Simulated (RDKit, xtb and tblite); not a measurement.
Relaxed torsion scan: SMILES C(c1sc(C(=O)OC)cc1)=C (C₈H₈O₂S). Scanned: dihedral C1–C2–C3–S11 and dihedral S11–C6–C7–O8; all other coordinates were relaxed at GFN2-xTB. Points at φ and −φ are mirror images. Heavy atoms are numbered in the order of the SMILES C=Cc1ccc(C(=O)OC)s1, hydrogens after them in the order of the atoms that carry them; the mirror image has the same energies with the sign of each dihedral reversed.

- GFN2-xTB (xtb and tblite)
- MMFF94 // GFN2-xTB (RDKit)
- UFF // GFN2-xTB (RDKit)

Energies in kJ/mol at chosen points (x: dihedral C1–C2–C3–S11 (°); y: dihedral S11–C6–C7–O8 (°)), relative to x = 0, y = 180:

```tsv
method	(-120, 0)	(-150, -60)	(-30, 150)	(-60, -30)	(-150, -90)	(-150, 30)	(-120, -30)
GFN2-xTB	19.1	25.4	9.8	24.6	31.5	14.3	24.0
MMFF94	1.7	14.7	7.1	11.1	26.0	-2.0	8.0
UFF	23.4	36.3	12.1	30.7	48.4	16.9	31.0
```
